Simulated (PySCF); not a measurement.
Al(Me)(OH)(SeH) (CH5AlOSe), SMILES [CH3][Al]([OH])[SeH].

Geometry optimised at PBE0-D3(BJ)/def2-SVP. The structure was generated by enumeration; whether it is a known compound was not checked. Other conformers were not sampled.

Level of theory: C-PCM-PBE0/def2-SVP (PySCF).

The values are the electrostatic part of the solvation free energy, E(continuum) − E(gas) at the gas-phase geometry, in a cavity of scaled van der Waals radii (PySCF's table); cavitation and dispersion terms are not included. A continuum can't describe solvent molecules that bind to the metal. In vacuum the orbital gap is 7.06 eV. The dipole moment in vacuum is 1.04 D.

**Question.** Estimate the values in water (ε = 78.36), 2-propanol (ε = 19.26), benzene (ε = 2.27). (The exact figures need the calculation; the answer reports its results.)

**Answer.** 
```
solvent         ε  ΔG(elec) (kcal/mol)  dipole (D)  gap (eV)
----------  -----  -------------------  ----------  --------
water       78.36                 -6.8        1.53      7.36
2-propanol  19.26                 -6.5        1.51      7.35
benzene      2.27                 -3.7        1.28      7.22
```
